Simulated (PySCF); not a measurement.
ClFHMoNS, multiplicity 1. Atoms are numbered in the order given.

```xyz
6

Mo    -0.0844     0.0885    -0.2339
N     -0.3618    -0.9943    -1.5345
H     -0.0811    -1.6865    -2.2310
S      1.9937     0.0945     0.1565
F     -0.6423     1.7806    -0.7452
Cl    -1.1741    -0.7417     1.5883
```
Charge 0, spin multiplicity 1.

Geometry optimised at B3LYP-D3(BJ)/def2-SVP. The spin state was assumed, not searched. The structure was generated by enumeration; whether it is a known compound was not checked. The def2 effective core potentials stand for the cores of Mo; spin–orbit coupling is left out.

Level of theory: HF/def2-TZVP (PySCF).

The molecule is in vacuum.

- total energy = -1079.19794 hartree
- highest occupied level = -10.71 eV
- lowest empty level = -0.21 eV
- orbital gap = 10.50 eV
- dipole moment = 2.41 D
- quadrupole, principal values (traceless, Buckingham form, about the centre of nuclear charge) = -7.91, -2.80, 10.71 D·Å
- mean static polarisability = 74.9 bohr³ (11.11 Å³)
- polarisability, principal values = 55.3, 74.9, 94.6 bohr³
